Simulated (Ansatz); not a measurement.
The same molecule with X = C, Si, Ge, Sn. Ansatz, PBE0-D4/def2-TZVP geometries, multiplicity 1. Each molecule was computed in one conformer, which needn't be the lowest.

Elements past krypton have def2 core potentials. Scalar relativity is left out up to krypton.

| X | molecule | mean X–F bond length / Å | mean X–H bond length / Å | mean X–N bond length / Å | HOMO–LUMO gap (PBE0/def2-TZVPP) / eV | LUMO energy (PBE0/def2-TZVPP) / eV | size of the dipole moment (PBE/def2-TZVPP) / D |
| --- | --- | --- | --- | --- | --- | --- | --- |
| Si | `N[SiH2]F` | 1.605 | 1.479 | 1.696 | 8.72 | 0.56 | 1.98 |
| Ge | `[NH2][GeH2][F]` | 1.752 | 1.530 | 1.811 | 8.57 | 0.52 | 1.68 |
| Sn | `[NH2][SnH2][F]` | 1.934 | 1.697 | 2.003 | 7.55 | -0.31 | 1.87 |

Give the row for X = C, `NCF`. (An estimate is asked.)

Ansatz gave: 
```csv
X,molecule,mean X–F bond length / Å,mean X–H bond length / Å,mean X–N bond length / Å,HOMO–LUMO gap (PBE0/def2-TZVPP) / eV,LUMO energy (PBE0/def2-TZVPP) / eV,size of the dipole moment (PBE/def2-TZVPP) / D
C,`NCF`,1.406,1.092,1.402,9.13,1.16,1.16
```

From C to Sn the mean X–F bond length rises at each step, by 0.528 Å in all; the mean X–H bond length rises at each step, by 0.605 Å in all; the mean X–N bond length rises at each step, by 0.601 Å in all; the HOMO–LUMO gap (PBE0/def2-TZVPP) falls at each step, by 1.58 eV in all; the LUMO energy (PBE0/def2-TZVPP) falls at each step, by 1.47 eV in all. Bonds lengthen as the atom grows down the group. Dipoles are sizes alone, and their direction can turn along the series.
